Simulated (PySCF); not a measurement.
**TiFCl, singlet: molecular constants**

These are results of PBE0/[Ti def2-TZVP, F def2-TZVP, Cl def2-TZVP], no relativity, density fitting, PySCF, not measurements.

The structure is a minimum.

Z-matrix (Å, degrees; charge 0 multiplicity 1):
```
Ti
F  1 1.8032
Cl 1 2.2847 2 180.00
```

```
Point group                                                                   : C∞v
Bond lengths                                                                  : Ti–Cl 2.285 Å, Ti–F 1.803 Å
Bond angles                                                                   : Cl–Ti–F 180.0°
Lowest empty level                                                            : -2.67 eV
Principal quadrupole moments (Buckingham, traceless) about the centre of mass : -15.71, 7.85, 7.85 D Å
Atomisation energy without zero-point energy                                  : 941 kJ/mol
Highest occupied level                                                        : -4.80 eV
Entropy at 298.15 K and 1 bar                                                 : 286.3 J/(mol K)
Heat capacity Cp at 298.15 K                                                  : 55.5 J/(mol K)
Dipole moment                                                                 : 0.95 D
Rotational symmetry number                                                    : 1
Enthalpy at 298.15 K above 0 K                                                : 14.21 kJ/mol
Rotational constants                                                          : 0.0753 cm⁻¹
Zero-point energy                                                             : 7.0 kJ/mol
Principal polarisabilities                                                    : 29.5, 29.5, 48.3 bohr³
```

Harmonic modes (masses in u: Ti 47.948, F 18.998, Cl 34.969):
```tsv
symmetry	ω (cm⁻¹)	IR (km/mol, summed over degenerate members)	type
π	51	68.7	bend
σ+	383	41.8	stretch
σ+	691	285	stretch
```

In C∞v the vibrations span π + 2σ+.

Charges (e):
```json
{"atom": "Ti1", "Mulliken": "1.01", "Löwdin": "0.34", "polar tensor": "1.54", "Mayer order to Ti1": "–"}
{"atom": "F2", "Mulliken": "-0.53", "Löwdin": "-0.28", "polar tensor": "-0.84", "Mayer order to Ti1": "0.83"}
{"atom": "Cl3", "Mulliken": "-0.48", "Löwdin": "-0.06", "polar tensor": "-0.70", "Mayer order to Ti1": "0.93"}
```

Mulliken populations on Ti1: s 6.11, p 12.19, d 2.66, f 0.02.

Outer orbital energies (eV). occupied: -21.72, -12.11, -11.46, -11.46, -9.50, -8.88, -8.88, -4.80; empty: -2.67, -1.02, -1.00, -1.00.

This need not be the most stable arrangement of these atoms. At this level a triplet minimum of Cs symmetry lies 120 kJ/mol below this structure. At the minimum of this search the closed-shell solution is unstable towards spin polarisation, so a lower open-shell solution exists.

The final relaxation and frequency run took 28 s on 2 threads of a shared Arm Neoverse V1 host, with 113 basis functions and 11 gradients; the process peaked at 1 GiB.
